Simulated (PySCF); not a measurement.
Input of a run (PBE0-D3(BJ)/def2-SVP geometry optimisation, gas phase (PySCF 2.14.0)), started from GFN2-xTB:
```
{"job": {"xc": "PBE0", "basis": "def2-SVP", "d3": "d3bj", "grid": 1, "shake": 0.01, "kind": "geom"}, "charge": 0, "multiplicity": 1}
C     -1.375210    -0.838240     0.510710
O     -1.662890     0.552010     0.276020
C     -0.678110     1.345550    -0.137420
N      0.571760     1.113590    -0.368420
Si     1.777420    -0.065050    -0.429240
H     -0.648060    -0.933910     1.286900
H     -1.033820    -1.300690    -0.406120
H     -2.324790    -1.246210     0.817180
H     -1.056230     2.365850    -0.229160
H      1.498030    -1.456480    -0.023030
H      2.772980     0.477070     0.506950
H      2.198610    -0.041760    -1.813370
```

Output (energies in Eh, forces in Eh/bohr):
```
step   0  E = -499.26545847  max force = 0.072525
step   1  E = -499.27307959  max force = 0.009549
step   2  E = -499.27305024  max force = 0.008068
step   3  E = -499.27377813  max force = 0.003886
step   4  E = -499.27390229  max force = 0.002652
step   5  E = -499.27397784  max force = 0.002316
step   6  E = -499.27407130  max force = 0.001494
step   7  E = -499.27408298  max force = 0.000936
step   8  E = -499.27408500  max force = 0.000148
optimisation converged
```

Task: Summarise the run.

Result: The energy falls by 5.4 kcal/mol over 9 energy and gradient evaluations, the largest force component goes from 0.0725 to 1.5e-04 Eh/bohr, and the atoms move by 0.073 Å rms after alignment. The bond that changes most is Si5–H12 (SiH3 silicon to Si–H hydrogen), which lengthens by 0.046 Å. Bonds longer at the end by more than 0.005 Å: 9 of 11; shorter: 2. Among the angles that change most is C3–N4–Si5, from 145.4° to 153.8°. The energy rose by more than 1e-6 Eh at step 2. The first step brought 88 % of the lowering.

Task: What are the final bond lengths?

Result: C1–O2 1.410 Å, O2–C3 1.339 Å, C3=N4 1.250 Å, N4–Si5 1.711 Å, C1–H6 1.102 Å, C1–H7 1.102 Å, C1–H8 1.096 Å, C3–H9 1.104 Å, Si5–H10 1.504 Å, Si5–H11 1.494 Å, Si5–H12 1.493 Å. Numbering counts from 1 in the input's order; the species is `CO/C=N\[SiH3]`.

The run used 109 basis functions and 63 SCF cycles in all. On one thread of an Arm Neoverse V1 (shared host), this took 36 s wall and 0.45 GiB of memory at its peak.

Stationary, but not proved a minimum. The numbers are those of one conformer.

Conformer computed: `[CH3:1][O:2]/[CH:3]=[N:4]\[SiH3:5]`: C1–O2–C3–N4 0°.
